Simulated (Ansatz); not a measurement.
Cost and result for the atomization energy of `BCC[SiH3]` (13 atoms, 12 bonds).

```xyz
13

B    -0.540   -0.485    1.992
C    -0.917   -0.045    0.560
C     0.539   -0.063    0.001
Si    0.567    0.431   -1.811
H    -0.207    0.329    2.806
H    -0.441   -1.649    2.259
H    -1.332    0.960    0.463
H    -1.534   -0.745   -0.007
H     1.186    0.627    0.555
H     0.988   -1.059    0.092
H     0.007    1.800   -1.961
H    -0.269   -0.516   -2.596
H     1.953    0.414   -2.352
```

Total charge 0; spin multiplicity 1. All single points use the PBE0-D4/def2-TZVP geometry. It is one conformer, not always the lowest. Program: Ansatz. All runs use 4 threads of an Arm Neoverse V2 on a shared host. Times are those of one run each, without the atoms' runs, and a repeat can differ threefold. Electronic energies, without spin–orbit coupling; frozen cores. CCSD(T)/CBS adds CCSD(T) − MP2 in def2-TZVPP to the MP2 limit, and its time is that of the two runs behind it. T1 = 0.011. B3LYP takes the VWN-RPA correlation (the form of Gaussian; ORCA's B3LYP/G).

CCSD(T)/CBS is a level of theory with its own doubt, some kJ/mol a heavy atom from the limit and from the frozen cores, so smaller differences don't rank the functionals.

```tsv
level	functions	wall time
PBE-D4/def2-TZVPP (with forces)	261	2.3 s
PBE0-D4/def2-TZVPP	261	2.4 s
r2SCAN-D4/def2-TZVPP (with forces)	261	4.1 s
B3LYP-D4/def2-TZVPP (with forces)	261	4.2 s
B2PLYP/def2-TZVPP	261	4.5 s
ωB97X-V/def2-TZVPP	261	11 s
ωB97M-V/def2-TZVPP (with forces)	261	17 s
MP2/def2-QZVPP	511	20 s
CCSD(T)/def2-TZVPP	261	2 min
CCSD(T)/CBS(def2)	–	2.3 min
```

Question: What atomization energy does each give, and how far from CCSD(T)/CBS? (Best estimate.)

Answer: Ansatz gave: 
| level | atomization (kcal/mol) | difference from CCSD(T)/CBS | per bond |
| --- | --- | --- | --- |
| PBE-D4/def2-TZVPP (with forces) | 1095.4 | 7.0 | 0.6 |
| PBE0-D4/def2-TZVPP | 1090.3 | 1.9 | 0.2 |
| r2SCAN-D4/def2-TZVPP (with forces) | 1092.9 | 4.5 | 0.4 |
| B3LYP-D4/def2-TZVPP (with forces) | 1092.8 | 4.4 | 0.4 |
| B2PLYP/def2-TZVPP | 1080.1 | -8.3 | -0.7 |
| ωB97X-V/def2-TZVPP | 1093.8 | 5.4 | 0.5 |
| ωB97M-V/def2-TZVPP (with forces) | 1093.5 | 5.1 | 0.4 |
| MP2/def2-QZVPP | 1082.5 | -5.9 | -0.5 |
| CCSD(T)/def2-TZVPP | 1066.4 | -22.0 | -1.8 |
| CCSD(T)/CBS(def2) | 1088.4 | 0.0 | 0.0 |

From PBE to PBE0 (25 % exact exchange), in def2-TZVPP and without D4, the atomization energy moves by −4.2 kcal/mol: exact exchange takes away binding that semilocal exchange gives to molecules. The D4 term adds +8.9 kcal/mol with B3LYP and +4.7 kcal/mol with PBE0; it sums over pairs of atoms, weighted by their polarisabilities, and B3LYP, whose exchange is more repulsive, gets the larger term. In def2-TZVPP, CCSD(T) changes the Hartree–Fock value by +220.4 kcal/mol (the triples alone add +9.9 kcal/mol) and MP2 by +223.5 kcal/mol; breaking electron pairs costs correlation energy, which Hartree–Fock lacks.
